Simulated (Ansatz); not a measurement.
Geometry optimisation of Zn₃S₃⁻.

```yaml
crystal:
  periodic: [false, false, false]
  atoms:
    - {symbol: Zn, position_ang: [-0.912500, 2.447360, -1.983560]}
    - {symbol: Zn, position_ang: [1.544470, -4.216340, 3.191700]}
    - {symbol: Zn, position_ang: [0.205850, -0.869950, 0.546350]}
    - {symbol: S, position_ang: [0.796350, -2.560310, 1.760080]}
    - {symbol: S, position_ang: [-1.466680, 4.154780, -3.081490]}
    - {symbol: S, position_ang: [-0.167500, 1.044460, -0.433090]}
basis:
  gaussian: {orbitals: def2-SVPD}
total_charge: -1
magnetization: {spin_polarized: true, initial_magnetization: 1}
hamiltonian: {xc: {name: B3LYP}, dispersion: d4}
scf: {lower_state_search: "off"}
output: {orbitals: {seedname: orbitals}}
relax: {f_tol: 0.02, max_steps: 100}
```

```sh
$ ansatz run in.yaml --threads 4 --pin off --events-out ev --progress --plain --max-ram 4787MiB
```

Shortened log:

```
Functional definition: B3LYP
mean field -177745.75608010 eV, -6532.0360555430 hartree, gradient 7.0e-6 eV, S^2 0.760615; 0 other end points of the search recorded, 0 dependent functions left out
relax step   1: F+E_penalty+E_count = -177746.14900571 eV  Δ(F+E_penalty+E_count) = +0.000e0 eV  max|allowed force component| = 6.359e-1 eV/Å  Δτ_max = 0.0000 Å  (32 SCF iters, accepted)
mean field -177745.85091456 eV, -6532.0395406451 hartree, gradient 2.4e-6 eV, S^2 0.760573; 0 other end points of the search recorded, 0 dependent functions left out
relax step   2: F+E_penalty+E_count = -177746.24612761 eV  Δ(F+E_penalty+E_count) = -9.712e-2 eV  max|allowed force component| = 2.425e-1 eV/Å  Δτ_max = 0.1338 Å  (38 SCF iters, accepted)
mean field -177745.99978647 eV, -6532.0450115868 hartree, gradient 4.2e-6 eV, S^2 0.760338; 0 other end points of the search recorded, 0 dependent functions left out
relax step   3: F+E_penalty+E_count = -177746.39711244 eV  Δ(F+E_penalty+E_count) = -1.510e-1 eV  max|allowed force component| = 3.265e-1 eV/Å  Δτ_max = 0.1950 Å  (36 SCF iters, accepted)
mean field -177746.14212610 eV, -6532.0502424717 hartree, gradient 3.0e-6 eV, S^2 0.759679; 0 other end points of the search recorded, 0 dependent functions left out
relax step   4: F+E_penalty+E_count = -177746.54115876 eV  Δ(F+E_penalty+E_count) = -1.440e-1 eV  max|allowed force component| = 4.845e-1 eV/Å  Δτ_max = 0.1950 Å  (36 SCF iters, accepted)
mean field -177746.27484982 eV, -6532.0551199787 hartree, gradient 2.9e-6 eV, S^2 0.758484; 0 other end points of the search recorded, 0 dependent functions left out
relax step   5: F+E_penalty+E_count = -177746.67847049 eV  Δ(F+E_penalty+E_count) = -1.373e-1 eV  max|allowed force component| = 3.920e-1 eV/Å  Δτ_max = 0.1951 Å  (39 SCF iters, accepted)
mean field -177746.40220664 eV, -6532.0598002555 hartree, gradient 4.0e-6 eV, S^2 0.757390; 0 other end points of the search recorded, 0 dependent functions left out
relax step   6: F+E_penalty+E_count = -177746.81381320 eV  Δ(F+E_penalty+E_count) = -1.353e-1 eV  max|allowed force component| = 2.860e-1 eV/Å  Δτ_max = 0.1950 Å  (40 SCF iters, accepted)
mean field -177746.50114248 eV, -6532.0634360803 hartree, gradient 1.4e-6 eV, S^2 0.756513; 0 other end points of the search recorded, 0 dependent functions left out
relax step   7: F+E_penalty+E_count = -177746.92012030 eV  Δ(F+E_penalty+E_count) = -1.063e-1 eV  max|allowed force component| = 2.353e-1 eV/Å  Δτ_max = 0.2000 Å  (44 SCF iters, accepted)
mean field -177746.58010592 eV, -6532.0663379334 hartree, gradient 1.9e-6 eV, S^2 0.755786; 0 other end points of the search recorded, 0 dependent functions left out
relax step   8: F+E_penalty+E_count = -177747.00506885 eV  Δ(F+E_penalty+E_count) = -8.495e-2 eV  max|allowed force component| = 1.796e-1 eV/Å  Δτ_max = 0.1954 Å  (62 SCF iters, accepted)
mean field -177746.62465380 eV, -6532.0679750377 hartree, gradient 1.9e-6 eV, S^2 0.755173; 0 other end points of the search recorded, 0 dependent functions left out
relax step   9: F+E_penalty+E_count = -177747.05717880 eV  Δ(F+E_penalty+E_count) = -5.211e-2 eV  max|allowed force component| = 1.180e-1 eV/Å  Δτ_max = 0.1951 Å  (64 SCF iters, accepted)
mean field -177746.65003448 eV, -6532.0689077606 hartree, gradient 2.2e-6 eV, S^2 0.755073; 0 other end points of the search recorded, 0 dependent functions left out
relax step  10: F+E_penalty+E_count = -177747.08523317 eV  Δ(F+E_penalty+E_count) = -2.805e-2 eV  max|allowed force component| = 4.942e-2 eV/Å  Δτ_max = 0.2000 Å  (47 SCF iters, accepted)
mean field -177746.66081184 eV, -6532.0693038212 hartree, gradient 6.3e-6 eV, S^2 0.755131; 0 other end points of the search recorded, 0 dependent functions left out
relax step  11: F+E_penalty+E_count = -177747.09830045 eV  Δ(F+E_penalty+E_count) = -1.307e-2 eV  max|allowed force component| = 6.033e-2 eV/Å  Δτ_max = 0.1816 Å  (42 SCF iters, accepted)
mean field -177746.65823722 eV, -6532.0692092057 hartree, gradient 1.6e-6 eV, S^2 0.755990; 0 other end points of the search recorded, 0 dependent functions left out
relax step  12: F+E_penalty+E_count = -177747.10084526 eV  Δ(F+E_penalty+E_count) = -2.545e-3 eV  max|allowed force component| = 2.026e-1 eV/Å  Δτ_max = 0.1953 Å  (56 SCF iters, accepted)
mean field -177746.66121752 eV, -6532.0693187295 hartree, gradient 4.2e-6 eV, S^2 0.755741; 0 other end points of the search recorded, 0 dependent functions left out
relax step  13: F+E_penalty+E_count = -177747.10255956 eV  Δ(F+E_penalty+E_count) = -1.714e-3 eV  max|allowed force component| = 1.323e-1 eV/Å  Δτ_max = 0.0907 Å  (35 SCF iters, accepted)
mean field -177746.66291725 eV, -6532.0693811935 hartree, gradient 2.8e-6 eV, S^2 0.755688; 0 other end points of the search recorded, 0 dependent functions left out
relax step  14: F+E_penalty+E_count = -177747.10544882 eV  Δ(F+E_penalty+E_count) = -2.889e-3 eV  max|allowed force component| = 2.494e-2 eV/Å  Δτ_max = 0.0423 Å  (37 SCF iters, accepted)
mean field -177746.66344527 eV, -6532.0694005979 hartree, gradient 1.6e-6 eV, S^2 0.755634; 0 other end points of the search recorded, 0 dependent functions left out
relax step  15: F+E_penalty+E_count = -177747.10583014 eV  Δ(F+E_penalty+E_count) = -3.813e-4 eV  max|allowed force component| = 2.881e-2 eV/Å  Δτ_max = 0.0351 Å  (35 SCF iters, accepted)
mean field -177746.66287214 eV, -6532.0693795359 hartree, gradient 1.7e-6 eV, S^2 0.755746; 0 other end points of the search recorded, 0 dependent functions left out
relax step  16: F+E_penalty+E_count = -177747.10599695 eV  Δ(F+E_penalty+E_count) = -1.668e-4 eV  max|allowed force component| = 1.002e-2 eV/Å  Δτ_max = 0.0209 Å  (44 SCF iters, accepted)
mean field -177746.66241960 eV, -6532.0693629052 hartree, gradient 9.0e-6 eV, S^2 0.755803; 0 other end points of the search recorded, 0 dependent functions left out
relax step  17: F+E_penalty+E_count = -177747.10605429 eV  Δ(F+E_penalty+E_count) = -5.734e-5 eV  max|allowed force component| = 3.407e-3 eV/Å  Δτ_max = 0.0207 Å  (38 SCF iters, accepted)
Total energy: -177747.10631186 eV, -6532.0856756448 hartree
Atom 0 at    -0.540491     2.117886    -1.272363 Å, force    -0.001261     0.001537    -0.002525 eV/Å
Atom 1 at     1.450367    -3.195268     2.370064 Å, force     0.000294     0.001436    -0.001687 eV/Å
Atom 2 at     0.159425    -0.483940     0.620522 Å, force     0.000405    -0.001108     0.000713 eV/Å
Atom 3 at    -0.040942    -2.669682     0.704354 Å, force    -0.000898    -0.001985     0.001166 eV/Å
Atom 4 at    -1.464236     2.565083    -3.126147 Å, force     0.002460    -0.001067     0.003407 eV/Å
Atom 5 at     0.435867     1.665921     0.703559 Å, force    -0.000999     0.001186    -0.001073 eV/Å
Dipole moment:     0.881486    -1.355638     1.712956 e Å
Checks for a lower state left out: stability, starts, cluster_reference, orbital_swaps, neighbouring_geometries, increment
```

It took 3.1 min on 4 threads of Arm Neoverse V2 on a shared host, peak host memory 1.1 GiB.

Another isomer (doublet) lies 1.39 eV lower at PBE0-D4/def2-TZVPD; other spin states weren't run for this one.
